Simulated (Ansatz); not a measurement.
Pulling on the Si1–H4 bond in F2H2Si (SMILES F[SiH2]F) (multiplicity 1 held, fragments rigid). Energies count from the point at 1.470 Å.
Geometry at that point (charge 0, multiplicity 1):
```xyz
5

Si     0.22395    -0.14591     0.36052
F     -0.89517    -0.95087    -0.43504
F      0.40910     1.26754    -0.34743
H      1.48977    -0.88621     0.26169
H     -0.25050     0.07882     1.73329
```

Restricted levels (R-, RO-) in cc, def2 and unpolarised 6-31G sets keep to the state of the molecule at rest. U- levels take the lowest unrestricted solution at each point, which mixes spins at long bonds. Active spaces are followed from a long bond inwards. Curves can end on different states.

Frozen-core correlation.

The values were computed with Ansatz (a first-principles code) with Gaussian orbitals. Each number belongs to the level named beside it.

Energies in kJ/mol.

| R (Å) | U-PBE/cc-pV(T+d)Z | R-CCSD(T)/cc-pV(T+d)Z | CASSCF(2,2)/cc-pV(T+d)Z | FIC-NEVPT4(SD) on CASSCF(2,2)/cc-pV(T+d)Z | FIC-MRCISD+Q on CASSCF(2,2)/cc-pV(T+d)Z |
|---|---|---|---|---|---|
| 1.176 | 132 | 125 | 134 | 125 | 124 |
| 1.323 | 28 | 24 | 28 | 24 | 24 |
| 1.470 | 0 | 0 | 0 | 0 | 0 |
| 1.617 | 12 | 17 | 13 | 17 | 17 |
| 1.764 | 45 | 55 | 46 | 54 | 55 |
| 1.984 | 110 | 126 | 112 | 125 | 127 |
| 2.205 | 178 | 199 | 179 | 197 | 200 |
| 2.572 | 280 | 300 | 270 | 297 | 300 |
| 2.939 | 350 | 364 | 328 | 362 | 364 |
| 3.380 | 381 | 397 | 362 | 400 | 402 |
| 3.968 | 391 | 399 | 376 | 416 | 418 |
| 4.703 | 394 | 386 | 379 | 419 | 422 |

Doubts at one or more of the structures used: a spin-contaminated determinant (U-PBE/cc-pV(T+d)Z); a restricted determinant that unrestricted orbitals would lower (R-CCSD(T)/cc-pV(T+d)Z); other coupled-cluster roots lie near (R-CCSD(T)/cc-pV(T+d)Z); T1 above 0.05 (R-CCSD(T)/cc-pV(T+d)Z).
